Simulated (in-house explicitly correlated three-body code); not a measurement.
Computed with an exponentially correlated three-body code. Model: two electrons around a point charge, non-relativistic, variational in 260 exponentially correlated functions (energies converged to about 1e-7 hartree, or 1e-8 relative for large Z).

The wave function depends on r1, r2 and r12, so the cusp where the electrons meet is built in. Binding is counted against the one-electron ion, and the quantum defect is n less (Z − 1)/√(2 × binding).

Command:
```bash
python run_hyl.py task.json out
```
Settings (lengths in bohr, energies in hartree):
```
Z                      14
interaction_strength   1
functions              260
states_tried           13
```

Time taken, with all properties: 33 s on 1 thread of Intel(R) Xeon(R) Platinum 8488C (Sapphire Rapids), on a shared host.

**Those bound S and P states to n = 4 that converged, binding against the one-electron ion.**

Given: nuclear charge 14.

Computed: one-electron threshold -98 hartree.

```json
{"term": "1 1S", "energy (hartree)": "-187.40705", "binding (eV)": "2432.9", "quantum defect": "0.027829"}
{"term": "2 3S", "energy (hartree)": "-119.916774", "binding (eV)": "596.39", "quantum defect": "0.036459"}
{"term": "2 3P", "energy (hartree)": "-119.414049", "binding (eV)": "582.71", "quantum defect": "0.013544"}
{"term": "2 1S", "energy (hartree)": "-119.368306", "binding (eV)": "581.46", "quantum defect": "0.011419"}
{"term": "2 1P", "energy (hartree)": "-119.016971", "binding (eV)": "571.9", "quantum defect": "-0.0051335"}
{"term": "3 3S", "energy (hartree)": "?", "binding (eV)": "?", "quantum defect": "?"}
{"term": "3 3P", "energy (hartree)": "-107.470885", "binding (eV)": "257.72", "quantum defect": "0.013015"}
{"term": "3 1S", "energy (hartree)": "-107.464522", "binding (eV)": "257.54", "quantum defect": "0.012011"}
{"term": "3 1P", "energy (hartree)": "-107.362633", "binding (eV)": "254.77", "quantum defect": "-0.0042036"}
{"term": "4 3S", "energy (hartree)": "-103.372273", "binding (eV)": "146.19", "quantum defect": "0.034031"}
{"term": "4 3P", "energy (hartree)": "?", "binding (eV)": "?", "quantum defect": "?"}
{"term": "4 1S", "energy (hartree)": "-103.313601", "binding (eV)": "144.59", "quantum defect": "0.012195"}
{"term": "4 1P", "energy (hartree)": "-103.270975", "binding (eV)": "143.43", "quantum defect": "-0.0038967"}
```

(1) What belongs in the row 3 3S?

(2) What belongs in the row 4 3P?

**Converged states only, values per electron or pair.**

```
term  mean r (bohr)  mean r squared (bohr²)  mean inverse r (1/bohr)  mean r12 (bohr)  mean inverse r12 (1/bohr)  mean cosine  mean p1 dot p2 (bohr⁻²)  delta r1 (bohr⁻³)  delta r12 (bohr⁻³)
1 1S         0.1101                 0.01622                   13.688          0.16166                     8.4365   -0.0094996                   1.7496             832.58              94.838
2 3S        0.27672                 0.12372                    8.656          0.46445                     2.5351   -0.0032576                  0.13669             484.86                   -
2 3P         0.2429                 0.09374                   8.6371          0.40451                     3.0104    -0.074437                  -13.319             434.31                   -
2 1S        0.28172                  0.1291                   8.6341          0.46878                     3.0185   -0.0052425                  0.15576             482.97              17.272
2 1P              ?                       ?                        ?                ?                          ?            ?                        ?                  ?                   ?
3 3S        0.56133                 0.59313                   7.7309           1.0232                     1.2469   -0.0011074                  0.04054             450.73                   -
3 3P              ?                       ?                        ?                ?                          ?            ?                        ?                  ?                   -
3 1S        0.56858                 0.61028                   7.7251           1.0364                     1.3751   -0.0016796                 0.049984             450.33              5.0078
3 1P        0.53562                 0.54313                   7.7211          0.96978                     1.4655     0.014109                   3.1487             436.79              1.6044
4 3S        0.96132                  1.8615                   7.4098           1.8198                    0.73126  -0.00048493                 0.017072             442.58                   -
4 3P        0.93236                  1.7595                   7.4077           1.7625                    0.78381    -0.006886                  -1.1904             436.48                   -
4 1S        0.97095                  1.9015                   7.4075           1.8385                    0.78311  -0.00072533                 0.021655             442.44              2.0927
4 1P        0.93984                  1.7896                   7.4058            1.776                    0.82097    0.0055082                   1.2418             436.73             0.69151
```

(3) What belongs in the row 2 1P?

(4) What belongs in the row 3 3P?

**Electric-dipole lines between converged S and P states, rate of the upper state's decay.**

```
s state  p state  p minus s (eV)  oscillator strength from s  rate (1/s)
   1 1S     2 1P            1861                     0.75452  3.7796e+13
   1 1S     3 1P          2178.1                     0.15224  1.0447e+13
   1 1S     4 1P          2289.5                    0.056738  4.3016e+12
   2 1S     2 1P               ?                           ?           ?
   2 1S     3 1P          326.69                     0.40051  6.1827e+11
   2 1S     4 1P          438.03                    0.097766  2.7132e+11
   3 1S     2 1P         -314.36                   -0.049556   2.125e+11
   3 1S     3 1P          2.7725                    0.065266  7.2566e+06
   3 1S     4 1P          114.11                     0.44067  8.2997e+10
   4 1S     2 1P         -427.31                   -0.010901  8.6373e+10
   4 1S     3 1P         -110.18                    -0.11388  5.9986e+10
   4 1S     4 1P          1.1599                    0.090954    1.77e+06
   2 3S     2 3P           13.68                    0.051676  1.3987e+08
   2 3S     3 3P          338.67                     0.38585  6.4012e+11
   2 3S     4 3P          451.75                    0.095374  2.8152e+11
   3 3S     2 3P         -321.22                   -0.050507  2.2614e+11
   3 3S     3 3P          3.7663                    0.086591  1.7766e+07
   3 3S     4 3P          116.84                     0.42481  8.3888e+10
   4 3S     2 3P               ?                           ?           ?
   4 3S     3 3P         -111.53                    -0.11778  6.3568e+10
   4 3S     4 3P          1.5494                     0.11939  4.1455e+06
```

(5) What belongs in the row 2 1S 2 1P?

(6) What belongs in the row 4 3S 2 3P?

**Density and exact potentials over r, pair density (one pair, times 4 pi r12^2) and exact minus Kohn-Sham pair density over r12.**

```tsv
radius (bohr)	radial density (electrons/bohr)	exchange potential (hartree)	intracule density (1/bohr)	Coulomb hole against Kohn-Sham (1/bohr)
0.00286	0.15799	-13.674	0.0097651	-0.000704
0.00331	0.20897	-13.669	0.013081	-0.000937
0.00383	0.27575	-13.663	0.017514	-0.001245
0.00444	0.36431	-13.655	0.023536	-0.001659
0.00514	0.47877	-13.645	0.031536	-0.002201
0.00595	0.62719	-13.631	0.042242	-0.002914
0.00689	0.8192	-13.612	0.056607	-0.003852
0.00798	1.0659	-13.588	0.075855	-0.005081
0.00924	1.3797	-13.556	0.10154	-0.006678
0.0107	1.7762	-13.515	0.13585	-0.008745
0.0124	2.2749	-13.461	0.18183	-0.01142
0.0144	2.9014	-13.391	0.24402	-0.01487
0.0166	3.6262	-13.304	0.3222	-0.019
0.0193	4.5464	-13.188	0.43145	-0.02442
0.0223	?	?	?	?
0.0258	6.7798	-12.868	0.74875	-0.03833
0.0299	8.1251	-12.643	0.9828	-0.04712
0.0346	9.5493	-12.37	1.2768	-0.05669
0.0401	11.013	-12.035	1.6469	-0.06663
0.0464	12.385	-11.639	2.0921	-0.07575
0.0538	13.571	-11.167	2.6241	-0.08278
0.0623	14.395	-10.628	3.2195	-0.08564
0.0721	14.722	-10.02	3.85	-0.08239
0.0835	14.438	-9.3468	4.4683	-0.07133
0.0967	13.488	-8.6212	4.9938	-0.05198
0.112	11.91	-7.8596	5.331	-0.02593
0.13	9.8221	-7.0718	5.3826	0.003115
0.15	7.5896	-6.3229	5.0941	0.02766
0.174	5.3237	-5.5756	4.4443	0.04364
0.202	3.3606	-4.8732	3.5181	0.04669
0.233	1.9337	-4.2595	2.528	0.03878
0.27	0.95634	-3.6922	1.58	0.02501
0.313	?	?	?	?
0.362	0.14416	-2.7615	0.38328	0.003837
0.42	0.040767	-2.3808	0.13837	0.0003464
0.486	0.0092621	-2.0576	0.039976	-0.0003482
```

(7) What belongs in the row 0.0223?

(8) What belongs in the row 0.313?

Answers

(1) energy (hartree): -107.609294; binding (eV): 261.48; quantum defect: 0.034605.

(2) energy (hartree): -103.315335; binding (eV): 144.64; quantum defect: 0.012846.

(3) mean r (bohr): 0.24692; mean r squared (bohr²): 0.097362; mean inverse r (1/bohr): 8.6201; mean r12 (bohr): 0.3954; mean inverse r12 (1/bohr): 3.3298; mean cosine: 0.059885; mean p1 dot p2 (bohr⁻²): 13.012; delta r1 (bohr⁻³): 437.29; delta r12 (bohr⁻³): 5.0138.

(4) mean r (bohr): 0.52996; mean r squared (bohr²): 0.53059; mean inverse r (1/bohr): 7.7256; mean r12 (bohr): 0.96213; mean inverse r12 (1/bohr): 1.3756; mean cosine: -0.017569; mean p1 dot p2 (bohr⁻²): -3.0655; delta r1 (bohr⁻³): 436.13.

(5) p minus s (eV): 9.5603; oscillator strength from s: 0.03751; rate (1/s): 4.9587e+07.

(6) p minus s (eV): -436.52; oscillator strength from s: -0.010938; rate (1/s): 9.0435e+10.

(7) radial density (electrons/bohr): 5.5831; exchange potential (hartree): -13.046; intracule density (1/bohr): 0.56891; Coulomb hole against Kohn-Sham (1/bohr): -0.03076.

(8) radial density (electrons/bohr): 0.40321; exchange potential (hartree): -3.1914; intracule density (1/bohr): 0.84554; Coulomb hole against Kohn-Sham (1/bohr): 0.012.
